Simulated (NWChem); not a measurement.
**Extrapolating the CCSD(T) correlation energy of CCl2**

```xyz
3

Cl     1.4022     0.0000     0.1491
C      0.0000     0.0000    -0.8450
Cl    -1.4022     0.0000     0.1491
```
Charge 0, spin multiplicity 1.

Program: NWChem. All single points use one geometry, from PBE0/def2-SVP, a minimum by its harmonic frequencies.

The correlated methods keep 11 core orbitals frozen. The structure started from a generated list of species. No row is a measurement; the coupled-cluster row has its own basis-set and correlation limits.

Worked example. The CCSD(T) correlation energy is -434.55 mHa in cc-pVDZ and -580.34 mHa in cc-pVTZ. The form E(X) = E∞ + A/X³ turns the pair into an estimate of the basis-set limit.

E∞ = (3³·(-580.34) − 2³·(-434.55))/(3³ − 2³) = -641.7 mHa. The larger basis holds 90 % of that, at about 7 times the processor time of the smaller one. This is a two-point estimate, and a rough one from so small a pair.
